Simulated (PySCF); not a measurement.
# C₆ coefficients of unlike pairs at PBE0

Calculated with PySCF 2.14 from the dipole response of each species, C₆(A,B) = (3/π) ∫ α_A(iu) α_B(iu) du, in atomic units, from isotropic polarisabilities. For ions this is the dispersion term alone; charge-induced terms of lower order in 1/R come first.

```tsv
species	configuration	basis	relativity	α (bohr³)	C₆ (like pair)
Re²⁺	[Xe] 4f14 5d5 (6S)	aug-cc-pVTZ-PP with ECP60MDF (6s6p5d3f2g)	core potential	11.87	73.13
Pb	[Xe] 4f14 5d10 6s2 6p2 (3P)	aug-cc-pwCVDZ-PP with ECP60MDF (6s5p4d1f)	core potential	63.74	739.1
Ni	[Ar] 3d8 4s2 (3F)	dyall-av2z (16s12p7d2f)	none	51.75	420.0
Al⁺	[Ne] 3s2 (1S)	aug-cc-pV(Q+d)Z (7s6p5d3f2g)	none	24.82	127.3
```

(1) Estimate C₆ for Ni with Pb.

No spin-orbit coupling is included, so Pb, close to jj coupling, stand for model states.

The other pairs:

| pair | C₆ |
| --- | --- |
| Al⁺, Ni | 229.6 |
| Ni, Re²⁺ | 151.4 |
| Al⁺, Re²⁺ | 85.73 |
| Pb, Re²⁺ | 210.7 |
| Al⁺, Pb | 305.6 |

Results:

(1) The integral gives 554.5. The combination rule 2 C_A C_B / (C_A α_B/α_A + C_B α_A/α_B) gives 555.6 and the geometric mean 557.1.
